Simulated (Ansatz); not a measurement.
CH3Li (SMILES [Li][CH3]) moved off its minimum; all values from Ansatz (a program for electronic structure), cores frozen in correlated methods.
(charge 0, multiplicity 1)
```xyz
5

Li    -1.0814    -0.6731    -0.8104
C      0.3217     0.2614     0.2021
H      0.8827    -0.5432     0.9454
H     -0.0735     0.9725     1.0091
H      1.0057     0.7518    -0.4210
```

### Question
Give the forces (eV/Å), the total energy and the dipole at CCSD(T)/aug-cc-pVTZ.

### Answer

| atom | Fx | Fy | Fz |
|---|---|---|---|
| Li1 | -0.124 | -0.081 | -0.022 |
| C2 | -0.889 | -2.011 | 3.837 |
| H3 | -0.863 | 1.700 | -1.978 |
| H4 | 0.419 | -0.451 | -1.158 |
| H5 | 1.456 | 0.843 | -0.679 |
Energy -47.2600 hartree, dipole 5.92 D.
